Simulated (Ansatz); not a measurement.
Basis-set extrapolation for `C[O][AlH][SiH2]S` (PBE0-D4/def2-TZVP geometry, frozen core, Ansatz). Multiplicity 1, RHF reference.

```
                       def2-TZVPP    def2-QZVPP
                 HF  -1045.332410  -1045.365425
    MP2 correlation     -0.790870     -0.852650
CCSD(T) correlation     -0.885832       not run
```

Energies in hartree. Use E(X) = E(∞) + A·exp(−7.88·√X) for Hartree–Fock and E(X) = E(∞) + B·X^(−2.97) for correlation, with X = 3 and 4, and add CCSD(T) minus MP2 of the smaller set to the MP2 limit.

Problem. What is the CCSD(T) energy at the basis-set limit?

Solution. HF limit: -1045.365425 + (-0.033015) × 0.13774 = -1045.36997. MP2 limit: -0.852650 + (-0.061780) × 0.74074 = -0.89841. Higher-order term: -0.885832 − (-0.790870) = -0.09496. Total: -1046.36334 hartree, 3.95 eV below CCSD(T)/def2-TZVPP.
